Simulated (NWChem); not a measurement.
Molecule: BH$_{2}$Br; SMILES BrB

```xyz
4

B      0.0000     0.0000    -1.5232
H      0.0000     1.0696    -2.0897
H      0.0000    -1.0696    -2.0897
Br     0.0000     0.0000     0.3768
```
Atoms are numbered in this order, from 1.

Level: PBE-D3(BJ)/def2-SVP (NWChem); excitation at 532 nm, off resonance, unscaled harmonic frequencies. Geometry: optimised at PBE-D3(BJ)/def2-SVP.

### Question
Give the Raman lines with relative activities.

### Answer
```tsv
wavenumber (cm⁻¹)	relative intensity
692	13
785	2.4
1142	0.8
2540	100
2668	40
```
